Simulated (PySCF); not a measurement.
**Dipole response of Sn (tin, neutral)**

[Kr] 4d10 5s1 5p3, high-spin 5S determinant (an excited configuration). All numbers are calculated (PySCF 2.14, the non-relativistic Hamiltonian (point nucleus), in dyall-av2z). Coupled (time-dependent) response in atomic units; α is the mean over directions. A double-zeta set is small for polarisabilities.

```tsv
method	mean α (bohr³)	C₆ (like pair)	S(−4)
M06-2X	53.07	554.3	882.3
```

S(−4) is the Cauchy moment in α(ω) = α(0) + S(−4) ω² + …

α(iu) at M06-2X:

| u (hartree) | α(iu) (bohr³) |
| --- | --- |
| 0 | 53.07 |
| 0.0500 | 50.96 |
| 0.100 | 45.69 |
| 0.200 | 32.92 |
| 0.300 | 22.98 |
| 0.500 | 12.17 |
| 0.750 | 6.608 |
| 1.00 | 4.129 |
| 1.50 | 2.062 |
| 2.00 | 1.245 |
| 3.00 | 0.6087 |
| 5.00 | 0.2479 |

A single London oscillator, α(iu) = α/(1 + u²/ω²), gives C₆ = (3/4) ω α². Matching the computed C₆ needs ω = 4 × 554.3 / (3 × 53.07²) = 0.262 hartree.

A non-relativistic calculation at this Z misses sizeable relativistic shifts.
